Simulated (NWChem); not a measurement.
Species: C2H3FN2Si; SMILES N1=C[Si@@H](F)N=C1

```xyz
9

F      0.1099     2.0108    -0.5836
Si     0.0148     0.7504     0.4122
C      1.2843    -0.6309     0.0500
N      0.6414    -1.7060    -0.2466
C     -0.8099    -1.4505    -0.2267
N     -1.3353    -0.3205     0.0432
H     -0.0214     1.2560     1.8027
H      2.3730    -0.6714     0.0843
H     -1.4032    -2.3355    -0.4646
```
Atoms are numbered in this order, from 1.

Program: NWChem. Pople sets run with spherical d functions. Coordinates come from a B3LYP/6-31G* (spherical d) optimisation. B3LYP is NWChem's, with the RPA form of VWN correlation. Level: B3LYP/6-31G* with SMD (1 M gas to 1 M solution), gas-phase geometry. Reactions with the solvent are ignored.

**Question.** Predict the results for solvent toluene. Quantities: solvation free energy (kcal/mol); cavity-dispersion-structure term (kcal/mol); dipole in solution (D).

**Answer.** 
```
Item                                         Result
-------------------------------------------  ------
solvation free energy (kcal/mol)               -4.4
cavity-dispersion-structure term (kcal/mol)    -0.9
dipole in solution (D)                         2.04
```
